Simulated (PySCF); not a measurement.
## Shapes and spin states of [CoF3]-

All numbers come from PBE in PySCF with Co def2-SVPD, F def2-SVPD; no relativity; density-fitted integrals.

Relaxations began from a few typed shapes and spin states; open shells are unrestricted. The search is not exhaustive: other isomers or separated fragments can lie lower, and high-lying points may rest on an excited occupation.

Problem. Order these stationary points by electronic energy, lowest first, in kJ/mol from the lowest minimum.
A. quartet C2v: Co–F 1.840 Å (×2), Co–F 1.866 Å; F–Co–F 117.5° (×2), F–Co–F 125.0°
B. broken-symmetry Ms = 1/2 (⟨S²⟩ 1.67) C1: Co–F 1.833 Å (×2), Co–F 1.846 Å; F–Co–F 110.0°, F–Co–F 121.0°, F–Co–F 127.6°
C. broken-symmetry Ms = 1/2 (⟨S²⟩ 1.47) Cs: Co–F 1.835 Å (×3); F–Co–F 109.3° (×2), F–Co–F 136.9°
D. doublet (⟨S²⟩ 1.14) C2v: Co–F 1.821 Å (×2), Co–F 1.831 Å; F–Co–F 101.1° (×2), F–Co–F 157.8°

Solution. A (0.0), B (76.9), C (96.7), D (99.0).

Problem. Which of them are minima?

Solution. By energy in kJ/mol, 0.0: minimum; 76.9: minimum; 96.7: minimum; 99.0: saddle point, 1 imaginary mode.

For the lowest minimum: the highest occupied level lies above zero, a sign of self-interaction error or too small a basis; response properties are unreliable. With open d or f shells other occupations or spin states may lie lower. The lowest empty level of this anion is unbound, so it and the gap depend on the basis.
